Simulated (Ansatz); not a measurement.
C4H8Cl2Ge (SMILES C=[CH][Ge]([Cl])([Cl])[CH2]C), singlet, at a GFN2-xTB geometry, with bond 10-2 at 1.4 times its length; SC-NEVPT2/STO-3G, CASSCF(4,4) (Ansatz, a first-principles code).

The Ansatz input:
Ansatz 0.2 input:
```yaml
crystal:
  periodic: [false, false, false]
  atoms:
    - {symbol: C, position_ang: [-2.87438143, -0.58842653, -0.83016204]}
    - {symbol: C, position_ang: [-1.88022239, -1.03505048, -0.08483616]}
    - {symbol: Ge, position_ang: [-0.08542244, -0.18079160, 0.01070234]}
    - {symbol: Cl, position_ang: [-0.12282023, 1.62366547, -1.13017071]}
    - {symbol: Cl, position_ang: [0.22422533, 0.40806623, 2.04530003]}
    - {symbol: C, position_ang: [1.49327874, -1.30562379, -0.57572680]}
    - {symbol: C, position_ang: [2.81945040, -0.58133604, -0.41197846]}
    - {symbol: H, position_ang: [-2.76179668, 0.28432823, -1.45416183]}
    - {symbol: H, position_ang: [-3.84054031, -1.07080547, -0.85108843]}
    - {symbol: H, position_ang: [-2.06359916, -2.25747967, 0.78849538]}
    - {symbol: H, position_ang: [1.33217023, -1.57761586, -1.61825657]}
    - {symbol: H, position_ang: [1.48449765, -2.22180452, 0.01362919]}
    - {symbol: H, position_ang: [2.98189691, -0.31189226, 0.62998714]}
    - {symbol: H, position_ang: [3.64246774, -1.21606577, -0.73644948]}
    - {symbol: H, position_ang: [2.83339020, 0.33058347, -1.00608511]}
basis:
  gaussian:
    orbitals: STO-3G
magnetization: {spin_polarized: false}
correlation: {method: sc_nevpt2, electrons: all, active_space: {window: {electrons: 4, orbitals: 4}}}
```

**Question.** What does Ansatz print? Leave out banner, timings and long lists.

**Answer.** 
```
Functional definition: HF
770 factors; integrals over basis functions are off by at most 3.9e-5 eV
mean field evaluation 1: about -84767.0586 eV, gradient 2.1e1 eV
mean field evaluation 2: about -84767.2307 eV, gradient 2.1e1 eV
mean field evaluation 4: about -84769.5468 eV, gradient 2.5e0 eV
mean field evaluation 8: about -84769.5694 eV, gradient 4.7e-5 eV
mean field -84769.56944795 eV, -3115.2242183343 hartree, gradient 1.9e-6 eV, S^2 0.000000; 0 other end points of the search recorded, 0 dependent functions left out; unrestricted orbitals would lower it
reference -84769.56944795 eV, -3115.2242183343 hartree; 49, 49 occupied and 15, 15 virtual orbitals, 770 factors
state -84771.81695622 eV, -3115.3068127399 hartree
state -84771.81695622 eV, -3115.3068127399 hartree; corrected -84777.83397438 eV, -3115.5279340786 hartree
state -84771.16299914 eV, -3115.2827802602 hartree
state -84771.16299914 eV, -3115.2827802602 hartree; corrected -84777.50523528 eV, -3115.5158531397 hartree
state -84771.81695622 eV, -3115.3068127399 hartree; corrected -84777.83397438 eV, -3115.5279340786 hartree
Total energy: -84777.83397438 eV, -3115.5279340786 hartree
```
